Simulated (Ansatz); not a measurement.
A nudged elastic band was laid between two geometries of AlH₄NOSi (8 atoms, charge 0, multiplicity 1).

Method: RKS B3LYP/cc-pVDZ in Ansatz 0.2.0.

```
movable images  : 9
climbing image  : yes
spring          : 5.0 eV/Å²
optimiser       : quadratic models (default)
start path      : through a guess of the saddle point
force threshold : 0.05 eV/Å
iteration limit : 51
end points      : relaxed
```

Initial state:

```xyz
8
Properties=species:S:1:pos:R:3
O -0.625 2.960 0.239
Si -0.340 1.545 -0.322
N -0.008 0.123 0.590
Al 0.340 -1.585 0.029
H -0.304 1.167 -1.762
H -0.013 0.295 1.600
H 0.346 -1.841 -1.530
H 0.605 -2.663 1.155
```

Final state:

```xyz
8
Properties=species:S:1:pos:R:3
O -0.418 1.682 -1.862
Si -0.339 1.538 -0.323
N -0.002 0.091 0.545
Al 0.342 -1.609 -0.062
H -0.544 2.641 0.663
H 0.001 0.226 1.559
H 0.357 -1.903 -1.609
H 0.604 -2.666 1.089
```

**Question.** What changes between the two ends?

**Answer.** No bond is made or broken. The dihedral O1–Si2–N3–Al4 goes from 180 to 0°.

**Question.** Give the energies along the band, and the barrier.

**Answer.** It converged. The highest image is number 5 of 0 to 10, 0.39 eV above the first end and 0.32 eV above the last; the last end lies 0.07 eV above the first. A vibrational analysis at the climbing image gives one clearly imaginary mode, 247i cm⁻¹: a first-order saddle point.

```
image  path coordinate (Å)  energy (eV)  dihedral O1–Si2–N3–Al4 (°)
    0                 0.00         0.00                         180
    1                 0.52         0.03                        -159
    2                 1.03         0.11                        -137
    3                 1.55         0.22                        -116
    4                 2.07         0.34                         -96
    5                 2.59         0.39                         -80
    6                 3.08         0.34                         -66
    7                 3.58         0.24                         -50
    8                 4.07         0.14                         -31
    9                 4.56         0.09                         -12
   10                 5.06         0.07                           0
```

**Question.** What is the geometry of the highest image?

**Answer.** 
```xyz
8
Properties=species:S:1:pos:R:3
O 0.690 2.634 -0.325
Si -0.379 1.513 -0.346
N -0.324 0.000 0.505
Al 0.564 -1.535 0.081
H -1.621 1.620 -1.165
H -0.702 0.049 1.455
H 1.177 -1.600 -1.375
H 0.594 -2.681 1.171
```

**Question.** What are the harmonic wavenumbers there?

**Answer.** 247i, 103, 164, 351, 375, 488, 527, 603, 672, 765, 854, 891, 1067, 1196, 1919, 1936, 2218, 3509 cm⁻¹.

The band took 10 iterations and of the order of 5 core-minutes.

Run time: 4.7 min on 1 thread of Arm Neoverse V2 (shared host), peak memory 0.16 GiB.
